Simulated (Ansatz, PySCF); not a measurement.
Molecule: AlH4 (charge -1, singlet). 
Geometry from a B3LYP-D3(BJ)/def2-TZVP (Ansatz, an electronic-structure program) optimisation:
```xyz
5

Al     0.0000     0.0000     0.0000
H      1.1863    -0.2312     1.1097
H     -1.1818     0.9346     0.6495
H     -0.6289    -1.4506    -0.4386
H      0.6245     0.7472    -1.3206
```
Charge -1, spin multiplicity 1.

Total electronic energies in hartree. Cores are frozen in the correlated levels unless marked. Spin-orbit coupling is left out. No relativistic terms. CBS marks a two-point X^-3 extrapolation of the correlation energy; Hartree-Fock from the larger set.

```csv
level,program,energy (Eh)
HF/aug-cc-pV(D+d)Z,Ansatz,-244.23964
HF/cc-pwCVTZ,Ansatz,-244.24997
HF/def2-TZVPD,PySCF,-244.24556
HF/cc-pV(Q+d)Z,Ansatz,-244.25341
HF/def2-QZVPP,Ansatz,-244.25383
RI-HF/aug-cc-pV(T+d)Z,Ansatz,-244.25048
RI-HF/def2-QZVPP,Ansatz,-244.25384
MN15-D3(BJ)/def2-TZVPD,PySCF + dftd3,-244.75637
LC-wPBE/def2-TZVPD,Ansatz,-244.77651
wB97M-V/def2-TZVPD,Ansatz,-244.81324
B2GP-PLYP/def2-TZVPD,Ansatz,-244.67916
RI-MP2/def2-QZVPP,Ansatz,-244.39138
CCSD/6-31G,Ansatz,-244.25947
CCSD(T)/cc-pV(Q+d)Z,Ansatz,-244.42209
"CCSD(T)/CBS(aug-cc-pV(T+d)Z,aug-cc-pV(Q+d)Z)",Ansatz,-244.4266
```

Totals of different functionals don't rank their quality; only differences between species are comparable.
